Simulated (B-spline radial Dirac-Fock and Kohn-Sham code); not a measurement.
# Auger parameter of iodine: the L3 level and its strongest L3-MM line

These are calculated numbers from a radial atomic solver; the model is multi-electron Dirac-Fock with separately optimised hole states, Breit and Lamb-shift corrections added in first order. The modified Auger parameter α′ is the binding energy plus the kinetic energy of the Auger electron; it does not depend on the energy zero. For free ions it tends to fall with charge, since less charge screens the final holes.

```tsv
species	configuration	binding 2p3/2 (eV)	Auger line	kinetic (eV)	α′ (eV)
I⁻	[Kr] 4d10 5s2 5p6	4557.5	M3M3 J=2	2763.9	7321.4
I⁻ (Watson 1.87 Å)	[Kr] 4d10 5s2 5p6	4564.3	M3M3 J=2	2756.6	7320.9
I⁻ (Watson 2.2 Å)	[Kr] 4d10 5s2 5p6	4563.6	M3M3 J=2	2757.5	7321.1
I⁻ (Watson 2.64 Å)	[Kr] 4d10 5s2 5p6	4562.8	M3M3 J=2	2758.5	7321.3
I	[Kr] 4d10 5s2 5p5	4566.6	M3M3 J=2	2753.1	7319.7
I⁺	[Kr] 4d10 5s2 5p4	4577.2	M3M3 J=2	2741.2	7318.4
I⁺ (Watson 1.8 Å)	[Kr] 4d10 5s2 5p4	4569.5	M3M3 J=2	2749.1	7318.6
I⁺ (Watson 3 Å)	[Kr] 4d10 5s2 5p4	4572.4	M3M3 J=2	2746.0	7318.4
I²⁺	[Kr] 4d10 5s2 5p3	4588.9	M3M3 J=2	2728.5	7317.4
I²⁺ (Watson 1.6 Å)	[Kr] 4d10 5s2 5p3	4571.7	M3M3 J=2	2746.2	7317.9
I²⁺ (Watson 1.8 Å)	[Kr] 4d10 5s2 5p3	4573.2	M3M3 J=2	2744.4	7317.7
I³⁺	[Kr] 4d10 5s2 5p2	4601.6	M3M3 J=2	2714.7	7316.3
I³⁺ (Watson 2 Å)	[Kr] 4d10 5s2 5p2	4580.1	M3M3 J=2	2736.3	7316.4
I³⁺ (Watson 2.4 Å)	[Kr] 4d10 5s2 5p2	4583.7	M3M3 J=2	2732.7	7316.4
I⁴⁺	[Kr] 4d10 5s2 5p1	4615.4	M3M3 J=2	2700.2	7315.6
I⁴⁺ (Watson 1.8 Å)	[Kr] 4d10 5s2 5p1	4583.5	M3M3 J=2	2732.2	7315.7
I⁵⁺	[Kr] 4d10 5s2	4630.0	M3M3 J=2	2685.0	7315.0
I⁵⁺	[Kr] 4d9 5s2 5p1	4641.7	M3M3 J=2	2674.0	7315.7
I⁵⁺	[Kr] 4d10 5s1 5p1	4631.2	M3M3 J=2	2683.7	7315.0
I⁵⁺ (Watson 1.8 Å)	[Kr] 4d10 5s2	4590.0	M3M3 J=2	2725.0	7315.0
I⁶⁺	[Kr] 4d10 5s1	4646.6	M3M3 J=2	2667.9	7314.5
I⁶⁺ (Watson 2.2 Å)	[Kr] 4d10 5s1	4607.3	M3M3 J=2	2707.2	7314.5
I⁷⁺	[Kr] 4d10	4664.0	M3M3 J=2	2650.1	7314.1
I⁷⁺	[Kr] 4d9 5p1	4676.1	M3M3 J=2	2638.8	7314.9
I⁷⁺ (Watson 1.6 Å)	[Kr] 4d10	4601.0	M3M3 J=2	2713.1	7314.1
I⁷⁺ (Watson 2.7 Å)	[Kr] 4d10	4626.6	M3M3 J=2	2687.5	7314.1
```
